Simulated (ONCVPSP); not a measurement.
**Configuration tests for zirconium (Zr) (ONCV)**

ONCVPSP 4.0.1 input, shortened (lines: element, Z, core and valence counts, functional; n l f; lmax; l rc ep ncon nbas qcut; lloc lpopt rc5 dvloc0; l nproj debl; icmod fcfact rcfact), PBE, scalar-relativistic:

```
  Zr 40.00    6    4        4      upf
    1    0    2.00
    2    0    2.00
    2    1    6.00
    3    0    2.00
    3    1    6.00
    3    2   10.00
    4    0    2.00
    4    1    6.00
    4    2    2.00
    5    0    2.00
    2
    0    1.75    0.00    4    8    8.80
    1    1.80    0.00    4    7    6.40
    2    2.80    0.00    4    9    6.20
    4    5    1.30   -1.00
    0    2    3.00
    1    2    2.30
    2    2    1.10
    3    4.50    1.50
```

Energies are relative to the spin-unpolarised reference configuration 4s2 4p6 4d2 5s2; without spin polarisation the order of configurations can differ from experiment.

**Question.** Give the all-electron excitation energy and the error of the potential for: 4s2 4p6 4d2 5s1; 4s2 4p6 4d2 5s0; 4s2 4p6 4d1 5s0; 4s1 4p6 4d2 5s2.

**Answer.**

```
valence configuration  charge  ΔE all-electron (eV)  error AE − PS (meV)
      4s2 4p6 4d2 5s1      +1                 7.137                 -1.1
      4s2 4p6 4d2 5s0      +2                20.078                 -4.5
      4s2 4p6 4d1 5s0      +3                42.704                  +12
      4s1 4p6 4d2 5s2      +1                60.526                  -82
```

Levels in the configuration 4s2 4p6 4d2 5s0:

```csv
level,all-electron (eV),pseudo (eV)
4s,-68.988,-69.022
4p,-46.920,-46.945
4d,-17.300,-17.307
```
